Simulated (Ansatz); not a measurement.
Ideal-gas functions of `[F][Hf]([I])([I])[I]` at 800 K and 1 bar, from an Ansatz frequency run at PBE0-D4/def2-TZVP.

Molar mass 578.2 g/mol, point group C3v (symmetry number 3), electronic degeneracy 1, moments of inertia 1434.222, 1434.263, 2465.303 u Å². Harmonic wavenumbers (cm⁻¹, unscaled): 47, 47, 56, 124, 124, 180, 223, 223, 668.

Use S(trans) = R[1.5 ln M + 2.5 ln T − 1.1517]; rotational temperatures θ = 24.2544 K / I; S(rot) = R[ln(√π/σ · √(T³/θAθBθC)) + 1.5]; for each mode x = 1.438777 ν̃/T, S = R[x/(eˣ − 1) − ln(1 − e⁻ˣ)] and H = RT x/(eˣ − 1); 1 cm⁻¹ = 0.0119627 kJ/mol; R = 8.31446 J/(mol·K).

Task: By hand: the entropy, in J/(mol·K).

Result: Translation 208.7. Rotation: θ = 0.0169, 0.0169, 0.0098 K, giving 144.6. Vibration, mode by mode: 28.86, 28.86, 27.40, 20.81, 20.81, 17.73, 15.97, 15.97, 7.27, in all 183.7. Electronic 0.0. Sum 537.0 J/(mol·K).

Task: By hand: H − E and G − E in kJ/mol, counted from the electronic energy.

Result: Zero-point energy ½ × 1692 × 0.0119627 = 10.1; thermal vibration 50.8; translation, rotation and pV give 4 RT = 26.6. H − E = 87.5 kJ/mol, and G − E = 87.5 − 800 × 537.0/1000 = -342.1 kJ/mol.

Vibration gives 34 % of the entropy, 126.7 J/(mol·K) of it from the modes under 150 cm⁻¹: soft modes count most, and the harmonic formula is weakest for them.
